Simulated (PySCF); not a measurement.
C2H7AlO (SMILES C[O][AlH][CH3]), singlet, geometry from GFN2-xTB (such geometries of metal compounds can be far from the true shape).

Here is a job for PySCF.
```python
from pyscf import gto, scf, dft
from pyscf.prop import polarizability

mol = gto.M(
    atom='''
Al   -0.537485    0.520755    0.380482
H    -2.048435    0.620966    0.616850
C     0.762295    1.871223    1.057546
H     1.501327    1.429876    1.734443
H     0.266985    2.676165    1.604962
H     1.333831    2.337132    0.247945
O    -0.114477   -0.816681   -0.487025
C     0.222823   -1.957066   -1.223050
H     0.135717   -1.750324   -2.292498
H     1.250610   -2.254978   -1.002738
H    -0.447621   -2.780149   -0.966004
''',
    basis='6-31g',
    charge=0,
    spin=0,
    verbose=3,
)

mf = dft.RKS(mol)
mf.xc = 'camb3lyp'
mf.kernel()
alpha = mf.Polarizability().polarizability()[2, 2]
print('alpha_zz =', alpha)
```

Problem. Predict the HOMO energy from CAMB3LYP/6-31G, polarisability (PySCF).

Solution. -8.40 eV

Problem. What is the computed Mulliken (on the basis functions themselves) charges in atom order (CAMB3LYP/6-31G, polarisability)?

Solution. Al1 1.06, H2 -0.20, C3 -0.80, H4 0.16, H5 0.16, H6 0.16, O7 -0.86, C8 -0.08, H9 0.14, H10 0.13, H11 0.14

Problem. Give the total energy at the level CAMB3LYP/6-31G, polarisability.

Solution. -397.9579 Eh

Problem. What is the computed number of basis functions (CAMB3LYP/6-31G, polarisability)?

Solution. 54

Problem. Predict the HOMO-LUMO gap from CAMB3LYP/6-31G, polarisability.

Solution. 9.04 eV

Problem. Estimate the polarisability along z that CAMB3LYP/6-31G, polarisability returns for this input.

Solution. 40.9 bohr³
